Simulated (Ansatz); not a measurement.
C2H7NOSi2 (`N[SiH]1C=C([SiH3])O1`), relaxed with RKS PBE-D4/def2-SVP in the Gaussian-basis code of Ansatz from a rough embedded geometry. The force threshold is 0.03 eV/Å; the program also tests the step.

Total charge 0; spin multiplicity 1.

Start:

```xyz
13

N    -1.077    2.223   -1.020
Si    0.309    1.665   -0.319
C     0.759    0.047   -0.882
C     0.293   -0.521    0.288
Si    0.130   -2.329    0.906
O    -0.180    0.630    0.871
H    -1.691    1.487   -1.185
H    -1.502    2.864   -0.381
H     1.330    2.663    0.187
H     1.278   -0.425   -1.697
H    -1.289   -2.717    1.031
H     0.866   -3.212   -0.029
H     0.774   -2.376    2.231
```

(1) How much energy does the relaxation release, and in how many steps? (An estimate is asked.)

(2) Which bonds change most? (Best estimate.)

(3) Give the relaxed structure. (Best estimate.)

Answers

(1) Computed: 30.15 kcal/mol, in 12 steps.

(2) The calculation gave: Si2–O6 from 1.651 to 1.785 Å; Si2–C3 from 1.772 to 1.851 Å; N1–Si2 from 1.651 to 1.714 Å.

(3) Computed: 
```xyz
13

N    -1.072    2.459   -1.004
Si    0.126    1.524   -0.211
C     0.692   -0.090   -0.921
C     0.223   -0.632    0.248
Si    0.294   -2.387    0.961
O    -0.380    0.349    1.033
H    -1.826    2.019   -1.534
H    -1.316    3.402   -0.695
H     1.090    2.489    0.406
H     1.234   -0.581   -1.735
H    -1.099   -2.874    1.246
H     0.956   -3.295   -0.037
H     1.077   -2.381    2.244
```
